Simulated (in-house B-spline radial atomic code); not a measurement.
A calculation on the tellurium ion Te¹⁰⁺: its settings, and results tabulated from the run. Method: scalar-relativistic (X2C) M06-2X, spin-polarised, spherical fractional occupations, exact exchange averaged over the configuration, Fermi nucleus of rms radius 4.7423 fm. Calculated with a radial B-spline atomic code at the basis-set limit.

Command:
```bash
python run_scf.py task.json out
```
Settings (nuclear radius in fm, mass in u):
```
Z                52
configuration    [Kr] 4d6
hamiltonian      x2c
method           m062x
spin_polarised   True
nucleus          fermi
rms_radius       4.7423
atomic_mass      129.90622
speed_of_light   137.035999084
exact_exchange   averaged over the configuration
```

Output (hartree, bohr):
```
 radial grid: 64 intervals, B-splines of order 8, outer radius 9.7196 bohr

 iter        energy (Eh)    residual
    1       -6763.078019    1.94e-01
    2       -6763.092545    5.78e-03
    3       -6763.092669    2.13e-03
    4       -6763.092677    1.06e-03
    5       -6763.092682    1.55e-04
    6       -6763.092682    5.14e-05
    7       -6763.092415    1.60e-03
    8       -6763.092540    1.18e-03
    9       -6763.092683    3.79e-05
   10       -6763.092683    1.34e-05
   11       -6763.092683    1.40e-05
   12       -6763.092683    2.45e-05
   13       -6763.092683    3.85e-05
   14       -6763.092683    2.79e-05
   15       -6763.092683    2.73e-05
   27       -6763.092683    6.95e-05
   28       -6763.092683    1.50e-05
   29       -6763.092683    1.76e-05
   30       -6763.092683    1.42e-05
   31       -6763.092683    1.54e-05
   32       -6763.092683    1.34e-05
   33       -6763.092683    1.41e-05
   34       -6763.092683    1.40e-05
   35       -6763.092683    1.05e-05
   36       -6763.092683    7.14e-06
   37       -6763.092683    6.31e-06
   38       -6763.092683    3.58e-06
   39       -6763.092683    2.86e-06
   40       -6763.092683    1.62e-06
   41       -6763.092683    3.90e-07

 total energy                     -6763.09268
 kinetic                            7155.2679
 electron-nucleus                 -16149.1968
 Hartree                            2402.6806
 exact exchange                      -91.0236
 exchange-correlation                -80.8207

 orbital      occ     eigenvalue          <r>       <r^2>       <1/r>       r_max
 1s up      1.000     -1174.3700    0.0272222  0.00101401     58.2749     0.01721
 1s down    1.000     -1174.3697     0.027222  0.00101399     58.2751     0.01721
 2s up      1.000      -187.5194     0.119419   0.0168771     13.2397      0.1013
 2s down    1.000      -187.4566     0.119412   0.0168756      13.241      0.1013
 2p up      3.000      -169.2864     0.104481   0.0133436     12.2498     0.08083
 2p down    3.000      -169.2188     0.104463   0.0133395     12.2518     0.08081
 3s up      1.000       -43.3230     0.321604    0.118336     4.66945      0.2926
 3s down    1.000       -43.2745     0.321296     0.11808     4.67348      0.2925
 3p up      3.000       -37.3491     0.319028    0.118154     4.36506      0.2856
 3p down    3.000       -37.2980     0.318624    0.117808     4.36917      0.2855
 3d up      5.000       -28.2074     0.294962     0.10294     4.11015      0.2364
 3d down    5.000       -28.1211      0.29514    0.103041     4.10681      0.2368
 4s up      1.000       -12.9111     0.743551    0.622328     1.90322      0.6923
 4s down    1.000       -12.6644     0.743637    0.622543     1.90215      0.6904
 4p up      3.000       -10.9455     0.783758    0.695578     1.74974      0.7223
 4p down    3.000       -10.6435     0.785524       0.699     1.74423      0.7213
 4d up      5.000        -7.9335     0.860581    0.849618     1.52589      0.7692
 4d down    1.000        -7.7742     0.867428    0.864748     1.51622      0.7722
```

Run time, properties included: 5.7 s on 1 thread of Arm Neoverse N1, with other jobs on the host.

States collapsed into the nucleus by a negative tau potential were left out of the aufbau.

One-electron X2C: radii and densities carry no picture-change correction, so inner-shell <1/r> comes out high (for 1s by about 2 % at Z = 33, 5 % at 54, 10 % at 75, 30 % at 118) and <r> low.
